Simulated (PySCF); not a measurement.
Cl₂H₅NSi₂, SMILES N[SiH2][SiH](Cl)Cl. Coordinates come from a B3LYP-D3(BJ)/def2-SVP optimisation. This is a generated structure with no PubChem entry under its InChIKey; it may be hypothetical. The values are those of a single conformer.

Computed equilibrium geometry at B3LYP-D3(BJ)/def2-SVP (PySCF confirms it by a frequency run) as bond lengths and angles, and its point group (one conformer of several):
point group Cs.
Atoms: Si1 Cl2 Cl3 Si4 N5 H6 H7 H8 H9 H10. Bonds (Å): Si1–Cl2 2.092, Si1–Cl3 2.092, Si1–Si4 2.349, Si1–H6 1.487, Si4–N5 1.739, Si4–H7 1.490, Si4–H8 1.490, N5–H9 1.018, N5–H10 1.018. Angles (°): Cl2–Si1–Cl3 108.3, Cl2–Si1–Si4 105.5, Cl2–Si1–H6 107.1, Cl3–Si1–Si4 105.5, Cl3–Si1–H6 107.1, Si4–Si1–H6 122.6, Si1–Si4–N5 108.6, Si1–Si4–H7 109.4, Si1–Si4–H8 109.4, N5–Si4–H7 109.3, N5–Si4–H8 109.3, H7–Si4–H8 110.8, Si4–N5–H9 116.8, Si4–N5–H10 116.8, H9–N5–H10 109.2.
